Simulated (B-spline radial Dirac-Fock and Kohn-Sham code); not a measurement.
**Magnetic form factor of the 3d shell of Er⁴⁹⁺**

System: erbium as Er⁴⁹⁺ in the configuration [Ar] 3d1.

Input file task.json (cfg lists n, l and occupation; rrms is the nuclear radius in fm):

```json
{"items": [{
  "Z": 68,
  "q": 49,
  "cfg": [[1, 0, 2], [2, 0, 2], [2, 1, 6], [3, 0, 2], [3, 1, 6], [3, 2, 1]],
  "A": 166,
  "rrms": 5.2516,
  "do": ["scatter"],
  "s": [0.0, 0.05, 0.1, 0.15, 0.2, 0.25, 0.3, 0.35, 0.4, 0.45, 0.5, 0.6, 0.7, 0.8, 0.9, 1.0, 1.1, 1.2, 1.4, 1.6, 1.8, 2.0, 2.5, 3.0, 3.5, 4.0, 5.0, 6.0],
  "pz": [0, 0.1, 0.14, 0.2, 0.28, 0.4, 0.57, 0.8, 1.1, 1.6, 2.3, 3.2, 4.5, 6.4, 9.1, 13.0, 18.0, 26.0, 36.0, 51.0, 72.0],
  "hv_scatter": [1000, 5000, 20000, 50000, 100000, 200000, 500000, 1000000]
}]}
```

Launch: `python xray_run.py task.json out`

These are calculated numbers from a B-spline atomic structure program; the model is Dirac-Fock orbitals of the configuration average with a finite nucleus. ⟨j_K⟩ is the integral of the 3d radial density with the spherical Bessel function j_K(4πsr), s = sin θ/λ.

```
s (Å⁻¹)    ⟨j0⟩    ⟨j2⟩    ⟨j4⟩
      0  1.0000  0.0000  0.0000
   0.05  0.9993  0.0003  0.0000
    0.1  0.9972  0.0011  0.0000
   0.15  0.9936  0.0025  0.0000
    0.2  0.9887  0.0045  0.0000
   0.25  0.9824  0.0070  0.0000
    0.3  0.9747  0.0101  0.0000
   0.35  0.9657  0.0136  0.0001
    0.4  0.9555  0.0176  0.0001
   0.45  0.9440  0.0221  0.0002
    0.5  0.9313  0.0271  0.0003
    0.6  0.9026  0.0381  0.0006
    0.7  0.8698  0.0505  0.0011
    0.8  0.8334  0.0641  0.0019
    0.9  0.7940  0.0784  0.0029
      1  0.7521  0.0932  0.0042
    1.1  0.7083  0.1083  0.0060
    1.2  0.6632  0.1232  0.0081
    1.4  0.5711  0.1518  0.0137
    1.6  0.4799  0.1770  0.0209
```

Radial moments of the shell: ⟨r²⟩ = 0.03860, ⟨r⁴⟩ = 0.002480, ⟨r⁶⟩ = 0.0002391 in powers of bohr.
